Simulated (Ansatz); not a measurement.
Abridged output of a molecular run in Ansatz:

```
Functional definition: HF
1134 factors; integrals over basis functions are off by at most 1.5e-3 eV
mean field evaluation 1: about -74144.4646 eV, gradient 4.2e1 eV
mean field evaluation 2: about -74144.5265 eV, gradient 4.2e1 eV
mean field evaluation 4: about -74148.2184 eV, gradient 3.3e0 eV
mean field evaluation 8: about -74148.2561 eV, gradient 1.9e-1 eV
mean field -74148.25622893 eV, -2724.8981569198 hartree, gradient 2.0e-6 eV, S^2 0.000000; 0 other end points of the search recorded, 0 dependent functions left out
17 core orbitals not correlated: weight in the atoms' cores, before any rotation towards them, 1.000 or more for the frozen orbitals, at most 0.000 for the correlated occupied ones
reference -74148.25622893 eV, -2724.8981569198 hartree; 21, 21 occupied and 79, 79 virtual orbitals, 1134 factors
second order -23.77864017 eV of doubles, -0.00000000 eV of singles
cycle   1  -23.92438990 eV  change   -1.5e-1 eV  update   1.1e-1
cycle   2  -24.52872682 eV  change   -6.0e-1 eV  update   3.1e-2
cycle   3  -24.66145298 eV  change   -1.3e-1 eV  update   1.6e-2
cycle   4  -24.65212863 eV  change    9.3e-3 eV  update   3.3e-3
cycle   5  -24.65170777 eV  change    4.2e-4 eV  update   1.5e-3
cycle   6  -24.65208342 eV  change   -3.8e-4 eV  update   4.4e-4
cycle   7  -24.65182949 eV  change    2.5e-4 eV  update   1.6e-4
cycle   8  -24.65179779 eV  change    3.2e-5 eV  update   4.4e-5
perturbative correction -0.60944154 eV, -0.0223965636 hartree
Total energy: -74173.51746826 eV, -2725.8264903426 hartree
```

Its atoms:

```xyz
10

C    -1.444   -0.743    0.348
O    -0.668    0.427    0.191
Ge    0.931    0.363   -0.536
O     1.643    1.943   -0.295
Cl    2.048   -1.146    0.517
H    -1.715   -1.186   -0.618
H    -2.364   -0.460    0.864
H    -0.925   -1.498    0.948
H     0.944    0.043   -2.029
H     1.550    2.257    0.609
```

(1) Which basis set was used?
A. def2-SVP
B. def2-TZVPPD
C. def2-TZVPP
D. cc-pV(T+d)Z

(2) Write the keys of the input that set method, charge and spin (a neutral closed shell needs none for the last two).

## Answers

(1) A. It gives 117 functions.

(2) 
```yaml
correlation: {method: ccsd_t}
```
